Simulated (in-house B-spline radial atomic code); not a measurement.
Configurations of S, with energies counted from [Ne] 3s2 3p4. Method: non-relativistic wB97X, spin-polarised, spherical fractional occupations, point nucleus. Calculated with a B-spline radial code for spherical atoms. Shells without spins written out take the highest spin.

Caution: exact exchange at fractional occupations of open shells leaves self-interaction of up to several eV.

Occupations are held fixed; configurations that lie above the ionisation limit could autoionise.

```
                                          configuration  E - E(ref) (eV)  highest orbital  its <r> (bohr)
                                       [Ne] 3s2 3p3 4p1           6.3554            4p up           9.563
                                           [Ne] 3s1 3p5           10.551          3p down           2.172
[Ne] 3s(1 up, 0 down) 3p(1 up, 3 down) 4s(0 up, 1 down)           20.888          4s down           5.832
                               [He] 2s2 2p5 3s2 3p4 4s1           174.27            4s up           5.644
```

Order these further configurations by energy, lowest first.
A. [Ne] 3s2 3p(2 up, 2 down)
B. [Ne] 3s1 3p4 4s1
C. [Ne] 3s2 3p3 3d1
D. [He] 2s2 2p(2 up, 3 down) 3s2 3p(3 up, 1 down) 3d(0 up, 1 down)

A (3.4799 eV), C (7.0408 eV), B (17.372 eV), D (177.62 eV).
